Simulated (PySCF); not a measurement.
# Hartree-Fock beside MP2: AlGeH3NO

All numbers below are calculated, not measured. The program is PySCF 2.14.0, an open-source quantum chemistry code, run on an isolated molecule that a program drew, which may never have been made. The molecule is AlGeH3NO (charge 0, doublet), drawn as the SMILES string `[O]=[GeH][NH][AlH]`.

The geometry was optimised and harmonic frequencies were computed with HF and MP2, all in the cc-pV(D+d)Z basis, for the commonest isotopes, with a restricted reference for singlets and an unrestricted one otherwise, and a frozen core in MP2. Germanium has the cc-pVDZ-PP basis, with a core potential (ECP10MDF) in place of its 10 inner electrons, and its 3s, 3p and 3d shells are frozen in MP2. Each result is a local minimum of its method.

Geometry at the HF minimum:
```xyz
7
AlGeH3NO, angstrom
O    -1.2203    2.2249    1.1110
Ge   -0.1932    1.2202    1.8580
N     0.2899   -0.3874    1.2139
Al    1.4021   -1.6421    1.8772
H     0.5154    1.4515    3.1844
H    -0.1677   -0.5658    0.3324
H     2.0731   -1.2690    3.2680
```

Lengths of the bonds as drawn, in Å (atoms numbered as above):
```
  bond     HF    MP2
O1-Ge2  1.619  1.661
Ge2-N3  1.798  1.836
N3-Al4  1.803  1.816
Ge2-H5  1.522  1.534
 N3-H6  1.009  1.025
Al4-H7  1.589  1.589
```

Rotational constants, in GHz:
| constant | HF | MP2 |
|---|---|---|
| A | 23.08 | 22.4 |
| B | 1.65 | 1.621 |
| C | 1.54 | 1.512 |

Harmonic frequencies in cm^-1, each column in rising order, so a row needn't be the same motion in every method:
| rank | HF | MP2 |
|---|---|---|
| 1 | 88 | 74 |
| 2 | 148 | 137 |
| 3 | 256 | 231 |
| 4 | 280 | 271 |
| 5 | 548 | ? |
| 6 | 580 | 548 |
| 7 | 682 | 640 |
| 8 | 691 | 643 |
| 9 | 838 | 788 |
| 10 | 894 | 834 |
| 11 | 1042 | 985 |
| 12 | 1232 | 1110 |
| 13 | 1931 | 1911 |
| 14 | 2281 | 2189 |
| 15 | 3744 | 3558 |

**Estimate the missing MP2 frequency from the HF column.**

A single factor s that minimises the squared misfit of MP2 against s times HF over the other rows is sum(HF x MP2) / sum(HF^2) = 0.9529, with an rms misfit of 28 cm^-1. For rank 5 it gives 0.9529 x 548 = 522 cm^-1. The calculation gives 469 cm^-1, 53 cm^-1 below the estimate. The drawn bonds are on average 1.3 % longer in MP2 than in HF.
